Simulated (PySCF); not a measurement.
C6O6W, SMILES [O+]#[C-]->[W](<-[C-]#[O+])(<-[C-]#[O+])(<-[C-]#[O+])(<-[C-]#[O+])<-[C-]#[O+], multiplicity 1. Atoms are numbered in the order given.

```xyz
13

W      0.0000     0.0000     0.0000
O      0.0000     3.2316     0.0000
C      0.0000     2.0865     0.0000
O      0.0000     0.0000     3.2316
C      0.0000     0.0000     2.0865
O      3.2316     0.0000     0.0000
C      2.0865     0.0000     0.0000
O     -3.2316     0.0000     0.0000
C     -2.0865     0.0000     0.0000
O      0.0000     0.0000    -3.2316
C      0.0000     0.0000    -2.0865
O      0.0000    -3.2316     0.0000
C      0.0000    -2.0865     0.0000
```
Charge 0, spin multiplicity 1.

The structure is a stationary point at B3LYP-D3(BJ)/def2-SVP. The multiplicity is an assumed one; other spin states were not compared. The isomer is the one that the SMILES or the coordinates give; other isomers of the formula were not compared. The def2 effective core potentials stand for the cores of W; spin–orbit coupling is left out.

The numbers are results of M06-2X/def2-SVP (PySCF), not measurements.

ESP charges are fitted to the potential on shells at 1.4 to 2.0 van der Waals radii. Atomic charges (e):

| atom | Mulliken | ESP fit | Löwdin |
|---|---|---|---|
| W1 | -0.66 | -2.13 | … |
| O2 | -0.07 | -0.25 | … |
| C3 | 0.18 | 0.60 | … |
| O4 | -0.07 | -0.25 | … |
| C5 | 0.18 | 0.60 | … |
| O6 | -0.07 | -0.25 | … |
| C7 | 0.18 | 0.60 | … |
| O8 | -0.07 | -0.25 | … |
| C9 | 0.18 | 0.60 | … |
| O10 | -0.07 | -0.25 | … |
| C11 | 0.18 | 0.60 | … |
| O12 | -0.07 | -0.25 | … |
| C13 | 0.18 | 0.60 | … |

Question: What belongs in the gaps? (The exact figures need the calculation; the answer reports its results.)

Answer: 
- W1, Löwdin: -1.31
- O2, Löwdin: 0.04
- C3, Löwdin: 0.18
- O4, Löwdin: 0.04
- C5, Löwdin: 0.18
- O6, Löwdin: 0.04
- C7, Löwdin: 0.18
- O8, Löwdin: 0.04
- C9, Löwdin: 0.18
- O10, Löwdin: 0.04
- C11, Löwdin: 0.18
- O12, Löwdin: 0.04
- C13, Löwdin: 0.18
